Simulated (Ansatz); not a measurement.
Cost and result for the atomization energy of `[SiH3][SiH2][GeH2][SiH3]` (14 atoms, 13 bonds).

Cartesian coordinates in Å:
```
Si 0.412 1.109 2.081
Si -1.389 0.308 0.826
Ge -0.609 -1.301 -0.746
Si 1.070 -0.351 -2.138
H 1.391 1.771 1.177
H -0.030 2.091 3.108
H 1.092 -0.024 2.764
H -2.411 -0.300 1.724
H -2.027 1.435 0.090
H -1.776 -1.821 -1.608
H -0.019 -2.504 0.016
H 0.530 0.852 -2.826
H 1.533 -1.324 -3.162
H 2.232 0.059 -1.305
```

Charge 0, multiplicity 1. Correlated methods include outer-core shells of Ge, which these sets cover unevenly. Scalar relativity is left out up to krypton. The geometry is a stationary point of PBE0-D4/def2-TZVP. It is one conformer, not always the lowest. Program: Ansatz. All runs use 4 threads of an Arm Neoverse V2 on a shared host. Times are those of one run each, without the atoms' runs, and a repeat can differ threefold. Electronic energies, without spin–orbit coupling; frozen cores. CCSD(T)/CBS adds CCSD(T) − MP2 in def2-TZVPP to the MP2 limit, and its time is that of the two runs behind it. T1 = 0.013. With those shells the extrapolation isn't a true limit. HSE06 is the plane-wave form, built on full-range PBE exchange.

CCSD(T)/CBS is a level of theory with its own doubt, some kJ/mol a heavy atom from the limit and from the frozen cores, so smaller differences don't rank the functionals.

```json
{"level": "MP2/def2-QZVPP", "functions": "599", "atomization (kJ/mol)": "3839.8", "difference from CCSD(T)/CBS": "-108.4", "per bond": "-8.3"}
{"level": "HSE06-D4/def2-TZVPP", "functions": "314", "atomization (kJ/mol)": "3877.5", "difference from CCSD(T)/CBS": "-70.7", "per bond": "-5.4"}
{"level": "r2SCANh-D4/def2-TZVPP", "functions": "314", "atomization (kJ/mol)": "3928.3", "difference from CCSD(T)/CBS": "-19.9", "per bond": "-1.5"}
{"level": "CCSD(T)/def2-TZVPP", "functions": "314", "atomization (kJ/mol)": "3860.7", "difference from CCSD(T)/CBS": "-87.5", "per bond": "-6.7"}
{"level": "B2PLYP/def2-TZVPP", "functions": "314", "atomization (kJ/mol)": "3861.8", "difference from CCSD(T)/CBS": "-86.4", "per bond": "-6.6"}
{"level": "PBE0-D4/def2-TZVPP", "functions": "314", "atomization (kJ/mol)": "3877.4", "difference from CCSD(T)/CBS": "-70.8", "per bond": "-5.4"}
{"level": "CAM-B3LYP-D4/def2-TZVPP", "functions": "314", "atomization (kJ/mol)": "3935.4", "difference from CCSD(T)/CBS": "-12.8", "per bond": "-1.0"}
{"level": "CCSD(T)/def2-SVP", "functions": "136", "atomization (kJ/mol)": "3677.6", "difference from CCSD(T)/CBS": "-270.6", "per bond": "-20.8"}
{"level": "CCSD(T)/CBS(def2)", "functions": "–", "atomization (kJ/mol)": "3948.2", "difference from CCSD(T)/CBS": "0.0", "per bond": "0.0"}
{"level": "PBE-QIDH/def2-TZVPP", "functions": "314", "atomization (kJ/mol)": "3879.0", "difference from CCSD(T)/CBS": "-69.2", "per bond": "-5.3"}
{"level": "B97M-V/def2-TZVPP", "functions": "314", "atomization (kJ/mol)": "3973.0", "difference from CCSD(T)/CBS": "24.8", "per bond": "1.9"}
{"level": "r2SCAN-D4/def2-TZVPP (with forces)", "functions": "314", "atomization (kJ/mol)": "3935.1", "difference from CCSD(T)/CBS": "-13.1", "per bond": "-1.0"}
{"level": "ωB97M-V/def2-TZVPP (with forces)", "functions": "314", "atomization (kJ/mol)": "3918.1", "difference from CCSD(T)/CBS": "-30.1", "per bond": "-2.3"}
```

Q: Order the runs by time, with rough figures. (An estimate is asked.)

A: The calculation gave: PBE0-D4/def2-TZVPP 6 s; HSE06-D4/def2-TZVPP 7 s; CAM-B3LYP-D4/def2-TZVPP 7 s; r2SCAN-D4/def2-TZVPP (with forces) 8 s; r2SCANh-D4/def2-TZVPP 10 s; B2PLYP/def2-TZVPP 11 s; PBE-QIDH/def2-TZVPP 11 s; CCSD(T)/def2-SVP 12 s; B97M-V/def2-TZVPP 18 s; ωB97M-V/def2-TZVPP (with forces) 22 s; MP2/def2-QZVPP 46 s; CCSD(T)/def2-TZVPP 16 min; CCSD(T)/CBS(def2) 17 min.

From r2SCAN to r2SCAN0 (25 % exact exchange), in def2-TZVPP and without D4, the atomization energy moves by −17.1 kJ/mol: exact exchange takes away binding that semilocal exchange gives to molecules. In def2-TZVPP, CCSD(T) changes the Hartree–Fock value by +861.3 kJ/mol (the triples alone add +31.5 kJ/mol) and MP2 by +789.1 kJ/mol; breaking electron pairs costs correlation energy, which Hartree–Fock lacks. At CCSD(T), def2-SVP lies −270.6 kJ/mol from the extrapolated value and def2-TZVPP −87.5 kJ/mol: correlation converges slowly with the basis, and small sets miss more of it in the bonded molecule than in its fragments.

For some Ge, Se and Sn compounds the MP2-based and the directly extrapolated limit differ by 10 to 25 kJ/mol.
